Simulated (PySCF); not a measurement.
Computed shifts of a molecule C₄H₁₂Ge, PBE0/pcSseg-1 in PySCF, GIAO, gas phase, equivalent atoms averaged, in ppm (number of nuclei): ¹³C: 30.5 (1), 26.6 (2), 24.1 (1). ¹H: 4.13 (3), 2.31 (1), 1.40 (2), 1.27 (6). References: ⁷³Ge against GeH4 (σ = 1658.3 ppm); ¹³C against TMS (σ = 186.3 ppm); ¹H against TMS (σ = 31.56 ppm), references at their B3LYP-D3(BJ)/def2-TZVP geometries, non-relativistic. Geometry: B3LYP-D3(BJ)/def2-SVP. One conformer was computed; it need not be the lowest.

Q: Which structure fits?
(A) CC[CH2][GeH2][CH3]
(B) CC[C@H](C)[GeH3]
(C) CCC[CH2][GeH3]
(D) CC(C)[CH2][GeH3]

A: D, CC(C)[CH2][GeH3]
